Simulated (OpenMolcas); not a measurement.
A calculation on Xe²⁺.

```json
{
  "Program": "OpenMolcas",
  "Method": "XMS-CASPT2, IPEA 0.25 Eh, imaginary shift 0.1 Eh (closed shells correlated: 4d 5s)",
  "Basis": "ANO-RCC-VTZP [7s6p4d2f1g]",
  "Scalar Hamiltonian": "DKH2, point nucleus",
  "Active space": "4 electrons in 3 orbitals (5p)",
  "State averaging": "2S+1 = 3 even, 3 roots; 2S+1 = 1 even, 6 roots",
  "Spin-orbit coupling": "RASSI with atomic mean-field integrals over the reference wave functions, term energies averaged over their components"
}
```

Which level of the active space comes out lowest?

5s2 5p4 3P2, with 90 % of that term; it is also the measured ground level.

How high does 5s2 5p4 3P0 lie?

7840 cm-1 above the lowest level; measured 8130 cm-1 above the ground level, so the calculation is off by -4 %.

How high does 5s2 5p4 1S0 lie?

34900 cm-1 above the lowest level; measured 36103 cm-1 above the ground level, so the calculation is off by -3 %.

How high does 5s2 5p4 3P1 lie?

8720 cm-1 above the lowest level; measured 9794 cm-1 above the ground level, so the calculation is off by -11 %.

The level at 0.0 cm-1 has J = 2. What is it made of, and what is its g factor?

90 % 5s2 5p4 3P2, 10 % 5s2 5p4 1D; g = 1.450, against 1.501 from Landé's formula for the pure leading term.

Measured values: Saloman, J. Phys. Chem. Ref. Data 33, 765 (2004).

CASPT2 breaks the degeneracy within a term, and the mean is taken; among the terms shown or strongly mixed into the levels shown the widest spread is 1300 cm-1 (5s2 5p4 1D). With the s shell closed, the reference lacks s² → p² mixing. Computed and measured levels are paired by configuration, term and J; levels that our copy of the source lacks, or whose pairing is in doubt (as where it misses far off the trend of its configuration), stay unpaired and out of the deviations. Levels of configurations outside the active space are missing.
